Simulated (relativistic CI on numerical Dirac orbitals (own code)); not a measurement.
**Hyperfine structure of Sr III, mass number 87**

Computed by Dirac-Coulomb-Breit CI, separate exchange-only KLI orbitals for each configuration, model QED, valence Slater integrals scaled by 0.85, P86 correlation energy added to each configuration (own radial code, finite nucleus).

Configuration list (outside the closed core [Ar] 3d10): 4s2 4p6, 4s2 4p5 4d, 4s2 4p5 5s, 4s 4p6 4d, 4s2 4p5 5p, 4s2 4p5 6s, 4s2 4p5 5d, 4s2 4p5 4f, 4s2 4p5 6p, 4s2 4p5 6d, 4s2 4p5 5f, 4s2 4p5 5g, 4s2 4p5 6f, 4s 4p6 5s, 4p6 4d2, 4p5 4d3, 4p5 4d2 5s, 4p5 4d2 5p, 4p5 4d2 6s, 4p5 4d2 5d. Double excitations out of closed p, d and f shells are left out; levels of such configurations are missing from the list, as are those of other unlisted configurations, and high levels can miss mixing partners. These lack a partner that the ground configuration has and come out too high: 4s2 4p5 4f, 4s2 4p5 6p, 4s2 4p5 6d, 4s2 4p5 5f, 4s2 4p5 5g.

Nuclear spin I = 9/2, μ = -1.09316 μN, Q = 0.305 b (tables of Stone and Pyykkö). The electronic factors are computed for point nuclear moments, without core polarisation; leaving it out makes A of s and p electrons in near-neutral atoms 20 to 40 % too small, and it can dominate for d and f shells.

```
           Level  E (cm⁻¹)  A (MHz)  B (MHz)
4s2 4p5 4d 3P°_1  178753.9    14.17     87.3
4s2 4p5 4d 3P°_2  181221.7    48.85     57.6
4s2 4p5 4d 3F°_4  184064.3   -155.5     -791
4s2 4p5 4d 3F°_3  186225.6   -241.5     -804
4s2 4p5 4d 3F°_2  188862.4   -355.7     -620
4s2 4p5 4d 3D°_3  194360.4   -129.3      246
4s2 4p5 5s 3P°_2  195790.4   -613.7     -825
4s2 4p5 4d 3D°_1  198679.1    89.77      215
```

Levels with J = 0, under 50 % of one LS term, or S terms without an open s electron are left out. Small factors come from cancelling terms and can be off by tens of per cent or more.

For a near-neutral ion this model can misplace configurations by up to about 10,000 cm⁻¹ (more where the count of f electrons changes) and terms by 10 to 25 % of their spread. Rates follow the energies as ν³ (E1, M1) or ν⁵ (E2), so they and the lifetimes can be off by large factors. The fine structure of a lone outer electron comes out too small, for d and f at times inverted, and misplaced configurations move strength between like terms. 58 of the 69 excited levels that our extract of the measured tables holds in this range could be paired (the sources list more); they are missed by 2145 cm⁻¹ on average and 4454 at most, and levels without a partner can miss by more.

Question: Give the hyperfine levels of 4s2 4p5 4d 3F°_4 relative to its centre of gravity.

Answer: With K = F(F + 1) − I(I + 1) − J(J + 1), E = AK/2 + B[¾K(K + 1) − I(I + 1)J(J + 1)]/[2I(2I − 1)J(2J − 1)]: F = 1/2: 3059, F = 3/2: 2899, F = 5/2: 2623, F = 7/2: 2210, F = 9/2: 1638, F = 11/2: 872.9, F = 13/2: -122.6, F = 15/2: -1395, F = 17/2: -2997 MHz.

LS names give the leading component of a level, which can be under half, so a name can repeat, a term be missing and a line seem to break the LS rules.
